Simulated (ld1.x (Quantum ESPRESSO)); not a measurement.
## Which change was made? (Ti, TM)

titanium, norm-conserving Troullier–Martins (Kleinman–Bylander form), made with ld1.x (Quantum ESPRESSO) 7.5 (LDA (PZ), scalar-relativistic). Core [Ne], reference 3s2 3p6 3d1 4s0 4p0 (charge +3). Waves: 3s (bound): rc 1.60 bohr; 3p (bound): rc 1.65 bohr; 3d (bound): rc 2.20 bohr. Local part: the d channel. Core correction: none.

Cutoffs, loose and tight: the cutoffs (Ry, on a coarse ladder) from which the occupation-weighted sum of valence levels, in a spherical-Bessel basis at the reference potential, stays within 10 and 1 mRy of its value at 400 Ry. They do not see the model core or the augmentation charge, which bear on the density cutoff. Test errors are all-electron minus pseudo excitation energies from the reference, over the configurations 3s2 3p6 3d2 4s2 4p0; 3s2 3p6 3d2 4s1 4p0; 3s2 3p6 3d2 4s0 4p0; 3s2 3p6 3d2 4s1.5 4p0; 3s2 3p5 3d2 4s2 4p0; 3s2 3p6 3d3 4s0 4p0; 3s2 3p6 3d2 4s0 4p2 (two spin-polarised tests are not counted in the largest error); variants that change the core or the reference have their own tests.

The base gives: outcome: generated; cutoff, loose: 50 Ry; cutoff, tight: 80 Ry; bound ghosts: none; largest test error (meV): +1296.

Task: After one change the result is: outcome: generated; cutoff, loose: 50 Ry; cutoff, tight: 80 Ry; bound ghosts: none; largest test error (meV): +875. Which change was it?
A. all radii scaled by about 1.35 (s 2.16, p 2.24, d 2.98 bohr)
B. all radii scaled by about 0.74 (s 1.18, p 1.22, d 1.62 bohr)
C. all radii scaled by about 0.94 (s 1.50, p 1.56, d 2.08 bohr)

Result: C. The others give: all radii scaled by about 0.74 (s 1.18, p 1.22, d 1.62 bohr) → outcome: generated; cutoff, loose: 100 Ry; cutoff, tight: 160 Ry; bound ghosts: none; largest test error (meV): +141 | all radii scaled by about 1.35 (s 2.16, p 2.24, d 2.98 bohr) → outcome: generated; cutoff, loose: 35 Ry; cutoff, tight: 60 Ry; bound ghosts: none; largest test error (meV): +6232.
